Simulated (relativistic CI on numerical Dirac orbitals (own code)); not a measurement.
## Hyperfine structure of Ti11+, mass number 49

Method of calculation: Dirac-Coulomb-Breit CI, KLI orbitals optimised for each configuration, QED by a radiative potential, unscaled Slater integrals (own radial code, finite nucleus).

Configuration list (outside the closed core [Ne]): 3s, 3p, 3d, 4s, 4p, 4d, 4f, 5s, 5p, 5d, 5f, 5g, 6s, 6p, 6d. Levels of other configurations are missing.

Nuclear spin I = 7/2, μ = -1.1037 μN, Q = 0.247 b (tables of Stone and Pyykkö). The electronic factors are computed for point nuclear moments, without core polarisation or the Bohr-Weisskopf and QED corrections.

```json
{"Level": "3s 2S_1/2", "E (eV)": "0.000", "A (MHz)": "-15090", "B (MHz)": ""}
{"Level": "3p 2P°_1/2", "E (eV)": "25.885", "A (MHz)": "-4222", "B (MHz)": ""}
{"Level": "3p 2P°_3/2", "E (eV)": "26.951", "A (MHz)": "-810.9", "B (MHz)": "1180"}
{"Level": "3d 2D_3/2", "E (eV)": "62.327", "A (MHz)": "-306.6", "B (MHz)": "149"}
{"Level": "3d 2D_5/2", "E (eV)": "62.429", "A (MHz)": "-130.8", "B (MHz)": "211"}
{"Level": "4s 2S_1/2", "E (eV)": "140.174", "A (MHz)": "-5817", "B (MHz)": ""}
{"Level": "4p 2P°_1/2", "E (eV)": "150.226", "A (MHz)": "-1690", "B (MHz)": ""}
{"Level": "4p 2P°_3/2", "E (eV)": "150.633", "A (MHz)": "-325.1", "B (MHz)": "474"}
```

Levels with J = 0, under 50 % of one LS term, or S terms without an open s electron are left out. Small factors come from cancelling terms and can be off by tens of per cent or more.

At this charge energies of transitions that change n are usually good to better than 1 %, and those within a shell (Δn = 0) to a few per cent.

Q: Give the hyperfine levels of 3s 2S_1/2 relative to its centre of gravity.

A: With K = F(F + 1) − I(I + 1) − J(J + 1), E = AK/2: F = 3: 33960, F = 4: -26410 MHz.
